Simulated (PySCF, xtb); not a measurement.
C2H12Si4, SMILES [SiH3][SiH]1C[SiH2][SiH2]C1. One conformer was computed; it need not be the lowest.

Harmonic wavenumbers (cm⁻¹) from xtb with GFN2-xTB at its own minimum, in rising order: 17, 59, 67, 94, 165, 240, 252, 343, 423, 425, 432, 454, 473, 527, 534, 582, 591, 605, 626, 668, 694, 716, 721, 762, 778, 793, 799, 820, 823, 826, 990, 1004, 1117, 1120, 1468, 1471, 2098, 2163, 2181, 2190, 2192, 2212, 2226, 2229, 2961, 2964, 2990, 2992.

Q: What does PBE-D3(BJ)/def2-SVP (PySCF 2.14.0) give at its own minimum? (An estimate is asked for; the answer gives what the named calculation found.)

A: 65, 67, 94, 98, 173, 236, 271, 344, 403, 414, 454, 471, 484, 548, 560, 604, 623, 660, 672, 674, 696, 744, 760, 791, 804, 840, 893, 900, 903, 904, 929, 969, 991, 997, 1317, 1328, 2128, 2138, 2140, 2146, 2150, 2153, 2157, 2159, 2992, 2992, 3065, 3066. Paired by order, the mean absolute difference is 45 cm⁻¹ and the zero-point energies are 74.2 and 74.3 kcal/mol.
